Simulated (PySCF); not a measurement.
Constitutional and geometric isomers with formula C3H5N. All species are isolated molecules in the gas phase. One relaxed conformer stands for each flexible species; it need not be the lowest. Strings in code marks are SMILES. All members: neutral, multiplicity 1. Level: B3LYP-D3(BJ)/def2-TZVP (PySCF), beside PBE-D3(BJ)/def2-TZVP // B3LYP-D3(BJ)/def2-TZVP (PySCF) at the same geometries. B3LYP has the VWN-RPA correlation part, as in Gaussian. Delta-SCF ions had no search for a lower state.  The removal energy is E(N − 1 electrons) − E(N electrons) at the parent's geometry.

```
species                           vertical ionisation energy (Delta-SCF), PBE (eV)  vertical ionisation energy (Delta-SCF), B3LYP-D3(BJ) (eV)
--------------------------------  ------------------------------------------------  ---------------------------------------------------------
`NC1=CC1` (H–N–C–C torsion 22°)                                               8.00                                                       8.10
`C=C=CN` (C–C–N–H torsion 16°)                                                8.10                                                   withheld
`C#CNC`                                                                       8.37                                                       8.50
`C1=CNC1`                                                                     8.48                                                       8.53
`NC1C=C1` (H–N–C–C torsion 159°)                                              8.59                                                       8.76
`CC=C=N`                                                                      8.66                                                       8.80
`CCC#N`                                                                      11.50                                                      11.81
```

Task: Fit y = a + b·x, y being the vertical ionisation energy (Delta-SCF) at the first level, to the 6 complete rows by least squares, with x = the PBE value in eV. Give a, b and the rms residual, and predict the withheld value.

Result: Means of the 6 rows: x̄ = 8.9333, ȳ = 9.0833 eV. Σ(x − x̄)² = 8.1743 and Σ(x − x̄)(y − ȳ) = 8.6841, so b = 1.062 and a = ȳ − b·x̄ = -0.404 eV. The rms residual is 0.035 eV. At x = 8.1 the line gives 8.20 eV. The run for `C=C=CN` (C–C–N–H torsion 16°) gave 8.21 eV, so the line is off by 0.01 eV, within twice the rms residual.

Codes: PySCF.
